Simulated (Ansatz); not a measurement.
Consider the formal hydrolysis of the Al–C bond: `[CH3][Al]([NH2])[NH2]` + H₂O → `[NH2][Al]([NH2])[OH]` + CH₄.

Computed with Ansatz on PBE0-D4/def2-TZVP structures; ΔE is electronic, products minus reactants. CCSD(T)/CBS adds triple-zeta CCSD(T) − MP2 to the extrapolated MP2 energy (def2 sets, frozen cores). This one scheme is used for every species. Functionals use def2-TZVPP. B3LYP here is the variant with VWN-RPA as its local correlation; programs differ in this. HSE06 is defined as in plane-wave codes. Each species was taken in one conformer, which may not be the lowest.

`[CH3][Al]([NH2])[NH2]`:

Z-matrix (Å, degrees):
```
C
Al 1 1.949
H 1 1.093 2 112.0
H 1 1.094 2 111.6 3 -120.7
H 1 1.094 2 111.2 3 120.1
N 2 1.774 1 120.7 3 167.3
N 2 1.773 1 120.9 3 -13.0
H 6 1.006 2 126.1 1 179.1
H 6 1.006 2 124.0 1 -0.7
H 7 1.006 2 124.0 1 0.5
H 7 1.006 2 126.1 1 -179.3
```

H₂O:

Z-matrix (Å, degrees):
```
O
H 1 0.960
H 1 0.960 2 105.1
```

`[NH2][Al]([NH2])[OH]`:

```xyz
9

N     1.499    0.026   -0.830
Al   -0.146   -0.089   -0.206
N    -0.526    0.346    1.465
O    -1.333   -0.637   -1.290
H     2.306    0.330   -0.313
H     1.754   -0.211   -1.774
H     0.143    0.675    2.140
H    -1.441    0.300    1.882
H    -2.256   -0.739   -1.073
```

CH₄:

```xyz
5

C     0.000    0.000    0.000
H    -0.159   -0.896   -0.599
H    -0.610    0.813   -0.393
H     1.052    0.282   -0.041
H    -0.283   -0.199    1.033
```

```
             level  ΔE (kcal/mol)  difference from CCSD(T)/CBS
            PBE-D4          -30.1                          2.0
         revPBE-D4          -30.1                          2.0
           BLYP-D4          -32.8                         -0.7
          B3LYP-D4          -33.2                         -1.1
          HSE06-D4          -30.7                          1.4
      CAM-B3LYP-D4          -33.9                         -1.8
           ωB97M-V          -32.1                          0.0
            B2PLYP          -33.9                         -1.8
              PBE0          -31.1                          1.0
           r2SCANh          -33.2                         -1.1
             HSE06          -31.0                          1.1
RPA@PBE/def2-TZVPP          -32.1                          0.0
    MP2/def2-TZVPP          -33.2                         -1.1
   CCSD/def2-TZVPP          -33.1                         -1.0
     HF/def2-QZVPP          -36.3                         -4.2
      HF/CBS(def2)          -36.3                         -4.2
       CCSD(T)/CBS          -32.1                            0
```

Largest T1 diagnostic among the species: 0.010.

From BLYP to BHLYP (50 % exact exchange), in def2-TZVPP and without D4, ΔE moves by −1.5 kcal/mol. At CCSD(T), def2-SVP lies −1.4 kcal/mol from the extrapolated value and def2-TZVPP −0.5 kcal/mol. In def2-TZVPP, CCSD(T) changes the Hartree–Fock value by +3.7 kcal/mol (the triples alone add +0.5 kcal/mol) and MP2 by +3.0 kcal/mol.
